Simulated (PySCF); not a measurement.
# Tin: a sound run and one with changed settings

Sound run: Sn⁺ [Kr] 4d10 5s2 5p1, Sn²⁺ [Kr] 4d10 5s2. Calculation: PySCF 2.14, in def2-TZVP with the def2 core potential (28 electrons) (6s5p3d2f, 50 functions); scalar relativity through the core potential. The sound run starts from symmetry-adapted Hartree-Fock orbitals and uses a fine grid where one is needed.

A second run was set up differently.

```tsv
species	method	sound run (hartree)	changed run (hartree)	converged
Sn⁺	UHF	-213.08803	-213.08803	yes
Sn⁺	PBE	-213.98268	-219.10677	yes
Sn⁺	M06-2X	-213.93114	-215.23643	yes
Sn²⁺	UHF	-212.58271	-212.58271	yes
Sn²⁺	PBE	-213.46008	-218.31492	yes
Sn²⁺	M06-2X	-213.41162	-214.63581	yes
```

Ionisation energy of Sn⁺:

| method | sound run (eV) | changed run (eV) |
| --- | --- | --- |
| UHF | 13.750 | 13.750 |
| PBE | 14.221 | 21.547 |
| M06-2X | 14.137 | 16.344 |

Question: What was changed?
A. radial grid too coarse
B. a valence shell is frozen
C. all electrons correlated in a valence basis
D. basis contracted for another Hamiltonian

Answer: A. It used radial step 1.2 in ln r (0.13 in the sound run). A coarse radial grid mis-integrates the density and the exchange-correlation energy, with errors of either sign; Hartree-Fock needs no grid.
